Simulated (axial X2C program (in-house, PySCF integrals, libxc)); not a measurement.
## Excited states of HI by EOM-EE-CCSD

Calculated with an axial X2C code built on PySCF integrals: two-component X2C with atomic mean-field Coulomb and Gaunt terms, Gaussian nuclei, basis I dyall-acv3z, H dyall-av3z with contracted cores.

R = 1.615 Å (near the PBE0 minimum at charge 0 of the determinant lowest at the starting distance; the state shown can have its own minimum elsewhere).

Hartree–Fock spinors of HI (one of each Kramers pair; a window near the gap, which can cut inner shells):

| ω | occupied | ε (eV) | character |
| --- | --- | --- | --- |
| 1/2 | yes | -24.88 | 66% I s, 19% H s, 12% H p |
| 1/2 | yes | -14.49 | 57% I p, 30% H s, 8% I s |
| 1/2 | yes | -10.89 | 84% I p, 8% H p, 6% H d |
| 3/2 | yes | -10.16 | 85% I p, 9% H p, 6% H d |
| 1/2 | no | 0.63 | 87% H s, 6% H p, 4% I s |
| 1/2 | no | 1.66 | 84% I p, 7% I s, 4% I d |
| 1/2 | no | 1.94 | 97% I p |
| 3/2 | no | 1.98 | 98% I p |
| 1/2 | no | 2.56 | 33% I d, 24% I p, 20% H p |
| 1/2 | no | 2.97 | 78% I s, 7% I p, 6% I d |

Vertical excitation energies from the closed-shell determinant state of HI:

```csv
Ω,excitation (eV),cm⁻¹,hole of the leading pair,particle of the leading pair,weight of the pair (for Ω = 0 its time-reversed partner can hold as much again),singles weight
2,4.901,39527,"85% I pπ, 9% H pπ","31% I dσ, 21% I pσ, 19% H sσ",0.95,0.95
1,5.057,40791,"85% I pπ, 9% H pπ","30% I dσ, 21% I pσ, 19% H sσ",0.81,0.95
0⁻,5.448,43943,"82% I pπ, 8% H pπ","31% I dσ, 22% I pσ, 19% H sσ",0.47,0.95
0⁺,5.510,44440,"85% I pπ, 8% H pπ","31% I dσ, 21% I pσ, 19% H sσ",0.47,0.95
1,5.808,46849,"81% I pπ, 8% H pπ","29% I dσ, 21% I pσ, 20% H sσ",0.80,0.94
2,6.862,55345,"85% I pπ, 9% H pπ","49% H sσ, 33% I sσ, 14% I dσ",0.94,0.96
1,6.983,56320,"85% I pπ, 9% H pπ","51% H sσ, 30% I sσ, 15% I dσ",0.88,0.96
0⁻,7.457,60148,"84% I pπ, 8% H pπ","50% H sσ, 34% I sσ, 12% I dσ",0.43,0.96
0⁺,7.469,60239,"84% I pπ, 8% H pπ","49% H sσ, 34% I sσ, 14% I dσ",0.46,0.96
1,7.547,60870,"55% I pσ, 31% H sσ","28% I dσ, 23% I pσ, 20% H sσ",0.75,0.96
0⁻,7.560,60977,"54% I pσ, 31% H sσ","30% I dσ, 24% I pσ, 20% H sσ",0.41,0.96
```

This point took 23 s on 1 thread of AMD EPYC 7R43 64-Core Processor (Zen 3) (shared host).

Reference electrons by ω block (each with its −ω partner): 1/2: 17, 3/2: 8, 5/2: 2. 8 electrons of HI correlated (inner shells frozen), 88 natural virtual spinors (a truncated set); levels can be off by some tenths of an eV. Roots sought by Ω: (0: 5, 1: 4, 2: 3, 3: 1); rows need 60 % singles weight and stop where some Ω has no more roots. Missing are any skipped roots, higher Ω and states of a further excitation; these come out far too high here and may in truth be low or lowest. T1 of the reference 0.008 (Lee–Taylor). Number of frozen shells: I 4 s, 3 p, 2 d; H none.
